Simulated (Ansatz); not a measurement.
Geometry optimisation, RKS B3LYP/6-31G* in Ansatz 0.2.0.

The input (input.yaml):

```yaml
crystal:
  periodic: [false, false, false]
  atoms:
    - { symbol: Si, position_ang: [0.478635, 0.269734, -1.197365] }
    - { symbol: "N", position_ang: [0.942604, -0.011292, 1.760609] }
    - { symbol: C, position_ang: [-0.069681, -0.197106, 2.798847] }
    - { symbol: H, position_ang: [-1.0063, -0.529936, 2.338834] }
    - { symbol: H, position_ang: [0.219715, -0.931913, 3.577377] }
    - { symbol: H, position_ang: [-0.26067, 0.760155, 3.301743] }
    - { symbol: C, position_ang: [2.255399, 0.353162, 2.283688] }
    - { symbol: H, position_ang: [2.64811, -0.358387, 3.038669] }
    - { symbol: H, position_ang: [2.973648, 0.413133, 1.454013] }
    - { symbol: H, position_ang: [2.200247, 1.342984, 2.756582] }
    - { symbol: H, position_ang: [1.010284, -0.855766, 1.163768] }
    - { symbol: O, position_ang: [-1.130859, 0.743909, -1.165644] }
    - { symbol: Si, position_ang: [-2.639683, 1.369415, -0.944148] }
    - { symbol: H, position_ang: [-3.390007, 0.574897, 0.067525] }
    - { symbol: H, position_ang: [-2.573411, 2.783016, -0.481091] }
    - { symbol: H, position_ang: [-3.397274, 1.325301, -2.225477] }
    - { symbol: O, position_ang: [0.346686, -1.396854, -0.918614] }
    - { symbol: H, position_ang: [-0.558343, -1.737551, -0.789317] }
basis:
  gaussian: { orbitals: "6-31G*" }
hamiltonian:
  xc: b3lyp
relax:
  f_tol: 0.03
  max_steps: 50
```

Run as:

```bash
$ ansatz run input.yaml --threads 4 --pin off --max-ram 5120MiB --backend cpu --events-out ev --progress --plain --runs-dir out
```

Task: Where does it end, and by what steps?

Result: It converged. The force dipped under the threshold on the way, but the program's further checks kept it going. After 30 steps the energy has fallen by 0.394 eV; H18 moved furthest, 1.71 Å. Joined: Si1–N2 (3.01 → 2.17 Å).

| step | energy less start (eV) | largest force component (eV/Å) | accepted |
| --- | --- | --- | --- |
| 0 | 0.0000 | 0.668 | yes |
| 2 | -0.0901 | 0.712 | yes |
| 4 | -0.1834 | 0.801 | yes |
| 6 | -0.2671 | 0.228 | yes |
| 8 | -0.2823 | 0.141 | yes |
| 10 | -0.2959 | 0.458 | yes |
| 12 | -0.3138 | 0.215 | yes |
| 14 | -0.3292 | 0.102 | yes |
| 16 | -0.3351 | 0.047 | yes |
| 18 | -0.3437 | 0.365 | yes |
| 20 | -0.3581 | 0.154 | yes |
| 22 | -0.3725 | 0.357 | no |
| 24 | -0.3863 | 0.092 | yes |
| 26 | -0.3909 | 0.123 | yes |
| 28 | -0.3931 | 0.040 | yes |
| 30 | -0.3940 | 0.020 | yes |

```xyz
18
Properties=species:S:1:pos:R:3
Si 0.405 1.057 -0.178
N 0.642 -0.125 1.623
C -0.128 0.436 2.749
H -1.181 0.495 2.463
H -0.028 -0.175 3.656
H 0.239 1.446 2.956
C 2.068 -0.335 1.942
H 2.197 -0.992 2.811
H 2.558 -0.762 1.066
H 2.523 0.636 2.158
H 0.222 -1.014 1.347
O -1.166 0.344 -0.335
Si -2.704 0.839 -0.661
H -3.612 0.454 0.460
H -2.802 2.317 -0.839
H -3.215 0.188 -1.900
O 1.286 -0.072 -1.096
H 0.745 -0.819 -1.404
```

Whether the end is a true minimum wasn't checked by a vibrational analysis.

Run time: 2.1 min on 4 threads of Arm Neoverse V1, on a shared host, peak memory 0.42 GiB.
